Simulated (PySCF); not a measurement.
Compound: C6H8O2S (charge +1 and doublet state).
Atom-mapped SMILES: `[CH3:1][C:2](=[O:3])[CH+:4][CH:5][O:6][C:7]([CH3:8])=[S:9]` (hydrogens: H10, H11, H12 on C1; H13 on C4; H14 on C5; H15, H16, H17 on C8)

Geometry (GFN2-xTB, Å), atoms numbered from 1 in this order:
```
atom  x, y, z in Å
C1    -3.469   -0.244   -0.687
C2    -2.380    0.601   -0.101
O3    -2.561    1.654    0.444
C4    -1.018    0.016   -0.253
C5     0.045    0.662    0.228
O6     1.292    0.146    0.099
C7     2.373    0.781    0.496
C8     3.631    0.019    0.307
S9     2.396    2.292    1.163
H10   -3.276   -0.401   -1.748
H11   -3.473   -1.218   -0.197
H12   -4.430    0.244   -0.551
H13   -0.931   -0.931   -0.762
H14   -0.039    1.619    0.739
H15    3.743   -0.700    1.123
H16    4.500    0.672    0.311
H17    3.590   -0.551   -0.621
```

Computed with PySCF, UKS B3LYP, pcH-1 on C H O S, non-relativistic, mean-field spin-orbit, GIAO. The structure is a single GFN2-xTB conformer in the gas phase; no vibrational or solvent corrections. The geometry wasn't refined by DFT: couplings that depend on bond lengths, twists or pyramidal angles can differ widely from those at the functional's own minimum, by a factor of two or more for some ions and for spin on atoms past the first row.

Output of the driver script. Atoms in this output count from 0.

```
UKS, coarse grid
  cycle   1  E = -781.53604521  |g| = 7.46e-01
  cycle   2  E = -776.52529927  |g| = 2.41e+00
  cycle   3  E = -781.58015806  |g| = 6.08e-01
  cycle   4  E = -781.74215795  |g| = 2.14e-01
  cycle   5  E = -781.52630755  |g| = 5.77e-01
  cycle   6  E = -781.76602480  |g| = 1.13e-01
  cycle   7  E = -781.69529352  |g| = 3.34e-01
  cycle   8  E = -781.74611471  |g| = 2.11e-01
  cycle   9  E = -781.76486256  |g| = 1.30e-01
  cycle  10  E = -781.77481455  |g| = 5.71e-02
  cycle  11  E = -781.77375821  |g| = 6.77e-02
  cycle  12  E = -781.77409029  |g| = 6.36e-02
  cycle  13  E = -781.77673705  |g| = 6.86e-03
  cycle  14  E = -781.77668349  |g| = 1.10e-02
  cycle  15  E = -781.77675024  |g| = 4.10e-03
  cycle  16  E = -781.77675894  |g| = 1.29e-03
  cycle  17  E = -781.77675969  |g| = 7.19e-04
UKS, final grid
  cycle   1  E = -781.77675614  |g| = 5.93e-03
  cycle   2  E = -781.77461116  |g| = 5.75e-02
  cycle   3  E = -781.77677968  |g| = 4.43e-04
  cycle   4  E = -781.77677979  |g| = 2.11e-04
  cycle   5  E = -781.77677979  |g| = 2.00e-04
  cycle   6  E = -781.77677980  |g| = 1.15e-04
  cycle   7  E = -781.77677981  |g| = 2.19e-05
E = -781.77677981 Eh   <S^2> = 0.7553 (exact 0.7500)
g shifts (ppm)      1          2          3
  rmc          -260       -260       -260
  gc              1         55         54
  oz_so         892      15722      44023
  total         633      15517      43817
hyperfine (MHz)  atom isotope    a_iso     a_fc   dipolar eigenvalues
    0   13C      14.28      14.28     -5.00     -4.69      9.69
    1   13C     -20.32     -20.32     -6.58      1.87      4.72
    2   17O     -14.14     -14.14    -67.71     30.20     37.52
    3   13C      28.19      28.19     -4.60     -3.85      8.45
    4   13C       9.19       9.19     -2.74      1.09      1.65
    5   17O       3.94       3.94     -8.16      2.16      6.00
    6   13C     -16.29     -16.29     -6.80      1.88      4.92
    7   13C      19.78      19.78     -4.10     -3.42      7.51
    8   33S      16.89      16.89    -71.13    -61.42    132.56
    9    1H       1.43       1.43     -2.33     -0.28      2.61
   10    1H       0.44       0.44     -2.32     -0.34      2.66
   11    1H      -2.58      -2.58     -3.04     -0.11      3.15
   12    1H      21.11      21.11     -2.41     -0.91      3.32
   13    1H       7.57       7.57     -6.47     -4.51     10.98
   14    1H      -3.08      -3.08     -2.45     -0.56      3.01
   15    1H       6.08       6.08     -4.39     -1.00      5.39
   16    1H      16.69      16.69     -2.25     -0.77      3.03
```

The run flagged its g tensor. What set off the flag, and which results does it touch?

The largest g shift is +0.044, past the limit of 0.03 at which the run flags a species of elements up to argon. The orbital-Zeeman/spin–orbit term is second order, a sum of spin–orbit matrix elements over excitation energies, so it grows and becomes less reliable as an excited state comes close; a shift of this size calls for a check with another method. The contact and dipolar couplings don't rest on that expansion, but they belong to the state that the SCF found, and a close-lying state with the spin in another orbital would have other couplings; no stability test was run. The run left out the spin–orbit part of the hyperfine coupling.

Where is the spin in this solution (atoms counted from 1)?

The largest Mulliken spin populations are on S9 (+0.72) and O3 (+0.23). ⟨S²⟩ = 0.7553 against the exact 0.7500, so spin contamination is small. The SMILES `CC(=O)[CH+][CH]OC(C)=S` draws the unpaired electron on C5, whose computed spin population is only 0.00.

Average a_iso over equivalent nuclei, turn it into first-order splittings with g = 2.0023, and give the multiplets for abundant isotopes (0.05 mT or more).

```
nuclei (from 1)  isotope    I         position  a_iso (MHz)  |a| (mT)      splits into
            H13       1H  1/2  5 bonds from S9         21.1      0.75      1:1 doublet
            H14       1H  1/2  4 bonds from S9          7.6      0.27      1:1 doublet
    H15/H16/H17       1H  1/2  3 bonds from S9          6.6      0.23  1:3:3:1 quartet
```

Means are taken over nuclei equivalent by connectivity, which assumes that they swap fast. The three 1H nuclei of mean +6.6 MHz run from -3.1 to 16.7 MHz in the frozen geometry.
